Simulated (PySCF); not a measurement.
Spinor energies of Sr (strontium, neutral)

Start: [Kr] 5s2. Calculated with PySCF 2.14 in x2c-TZVPPall-2c: generalised Hartree-Fock with the X2C-1e Hamiltonian and a Gaussian nucleus; one run each with spin-orbit coupling (SO) switched off, then screened by Boettger's factors.

```
spinor shell  electrons  ε, spin-free (eV)  ε, screened SO (eV)  weight of nominal j (screened SO)  rms radius, screened SO (bohr)
       1s1/2          2           -16197.6             -16196.9                              1.000                          0.0451
       2s1/2          2            -2261.5              -2261.3                              1.000                           0.187
       2p1/2          2            -2003.7              -2050.8                              1.000                           0.164
       2p3/2          4            -2003.7              -1981.3                              1.000                           0.167
       3s1/2          2            -379.70              -379.66                              1.000                           0.523
       3p1/2          2            -293.91              -301.49                              1.000                           0.528
       3p3/2          4            -293.91              -290.31                              1.000                           0.539
       3d3/2          4            -152.04              -153.17                              1.000                           0.545
       3d5/2          6            -152.04              -151.24                              1.000                           0.548
       4s1/2          2            -53.017              -53.010                              1.000                            1.45
       4p1/2          2            -29.795              -30.666                              1.000                            1.66
       4p3/2          4            -29.795              -29.378                              1.000                            1.70
       5s1/2          2             -4.932               -4.932                              1.000                            4.87
```

```tsv
quantity	spin-free	screened SO
E (hartree)	-3177.19214	-3177.44067
M_J	0	0
⟨J²⟩	0.000	0.000
⟨L²⟩	0.000	0.006
⟨S²⟩	0.000	0.006
```

Breit and QED terms are absent; they matter most for the inner s and p1/2 levels.

Densities and radii are taken from the X2C orbitals without a picture-change correction, which distorts them close to the nucleus.

Without spin-orbit coupling the j labels of p, d and f shells carry no meaning; the spin-free column gives the mean over the occupied spinors of each nl shell.
